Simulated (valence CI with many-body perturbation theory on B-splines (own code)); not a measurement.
# Tl59+: one-electron terms

Computed by configuration interaction combined with many-body perturbation theory (CI+MBPT): four valence electrons over a frozen Dirac-Fock core [Ar], a basis of 9 s, 9 p, 10 d, 8 f, 5 g, 3 h, 1 i functions for each j, with the one-electron correlation potential Σ1, the two-electron term Σ2, the three-electron term Σ3, Breit, model QED; selected CI, second order for the rest (own B-spline code, finite nucleus).

The last digits are not significant, and no measured levels were compared; by estimate large intervals hold to a few tenths of a per cent, small ones and those within an open d or f shell to about a per cent. The list stops below the first excitations out of the core. Only levels of the ground parity were solved; by the run's estimate the other parity begins above the list, which can be wrong where configurations are misplaced.

These are the spectroscopic orbitals of the CI (the correlating ones are not listed), shaped by the core and the other valence electrons. h is the expectation value of the core's Dirac-Fock operator, without the valence repulsion; Σ1 is computed up to l = 3 at one energy for each symmetry, that of its lowest orbital but kept below the first core excitation, so for empty shells it is not the orbital's own correlation shift; Breit and QED include the response of the core.

```csv
Orbital,h (hartree),Σ1 (cm⁻¹),Breit (cm⁻¹),QED (cm⁻¹),⟨r⟩ (bohr)
4s1/2,-149.55,-8687,23205,18229,0.3256
5s1/2,-92.006,-3350,11155,8983,0.5289
6s1/2,-62.287,-1685,6094,5025,0.7831
4p1/2,-145.9,-11427,37069,1347,0.3188
5p1/2,-90.192,-4138,18190,687,0.5248
6p1/2,-61.262,-2041,10018,391,0.7817
4p3/2,-138.35,-10276,20506,2722,0.3377
5p3/2,-86.499,-3941,10234,1382,0.5482
6p3/2,-59.183,-1984,6355,787,0.8099
3d3/2,-246.82,-22362,45771,-2915,0.1479
4d3/2,-133.48,-11465,17572,-819,0.3164
5d3/2,-84.137,-4420,8579,-365,0.5327
3d5/2,-242.39,-19575,24744,-529,0.1520
4d5/2,-131.77,-10666,9467,38.0,0.3214
5d5/2,-83.281,-4045,4585,56.2,0.5389
4f5/2,-127.45,-29368,3048,-683,0.2837
5f5/2,-81.275,-11319,1329,-320,0.5052
4f7/2,-126.8,-22002,414,-294,0.2860
5f7/2,-80.93,-8523,286,-122,0.5080
5g7/2,-79.745,,288,-103,0.4523
5g9/2,-79.575,,-32.2,-3.8,0.4538
```

Among the shells of the start configuration 3d4, Σ1 is largest in size for 3d3/2, where it is 0.041 % of h.

Lowest root of each symmetry, sizes in configuration state functions:

```
J  Parity  Roots  Reference  Variational  Second order  Change by selected CI (cm⁻¹)  Change by second order (cm⁻¹)
0    even      3         19         6576         13751                        -14343                             -1
1    even      3         43        16451          5752                        -11992                             -3
2    even      6         61        24468          8461                        -14128                             -6
3    even      4         57        23559         14096                        -14385                            -14
4    even      5         48        23673         13946                        -13468                            -18
5    even      2         29        22303         10652                        -11987                             -9
6    even      2         15        18936          7456                        -12266                             -6
```
